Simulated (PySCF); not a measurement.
PySCF 2.14 output of an unrestricted CAM-B3LYP calculation on a single atom or ion in aug-cc-pwCVQZ-PP with ECP60MDF (10s10p8d6f4g1h, 169 functions), with a scalar-relativistic core potential:

```
SCF conv_tol = 1e-09
number electrons alpha = 12  beta = 10
    T. Yanai, D. P. Tew, and N. C. Handy.,  Chem. Phys. Lett. 393, 51 (2004)
cycle= 1 E= -172.477644357679  delta_E= -0.0106  |g|= 0.0182  |ddm|= 0.436
cycle= 2 E= -172.47787672813  delta_E= -0.000232  |g|= 0.00339  |ddm|= 0.0421
cycle= 3 E= -172.477896652612  delta_E= -1.99e-05  |g|= 0.00206  |ddm|= 0.0162
cycle= 4 E= -172.477900255507  delta_E= -3.6e-06  |g|= 0.000602  |ddm|= 0.00684
cycle= 5 E= -172.477901236993  delta_E= -9.81e-07  |g|= 0.000148  |ddm|= 0.00495
cycle= 6 E= -172.477901418607  delta_E= -1.82e-07  |g|= 3.03e-05  |ddm|= 0.00287
cycle= 7 E= -172.477901429717  delta_E= -1.11e-08  |g|= 5.95e-06  |ddm|= 0.000871
cycle= 8 E= -172.477901430202  delta_E= -4.85e-10  |g|= 3.19e-06  |ddm|= 0.000128
converged SCF energy = -172.477901430202  <S^2> = 2.0031497  2S+1 = 3.0020991
```

The run itself started from symmetry-adapted Hartree-Fock orbitals and held the occupation by maximum overlap, on a logarithmic radial grid, so the iterations belong to that start.

**Question.** Which element, charge and spin multiplicity is this?

**Answer.** Tl⁻ (thallium, charge -1), multiplicity 3; the state was [Xe] 4f14 5d10 6s2 6p2, high-spin 3P determinant.

Energies and moments cover only the electrons outside the core potential. Spin-orbit coupling is strong in this species (close to jj coupling), so the high-spin LS determinant is a model state, not a physical level. At CAM-B3LYP the highest occupied level has a positive energy, so only the finite basis holds that electron.
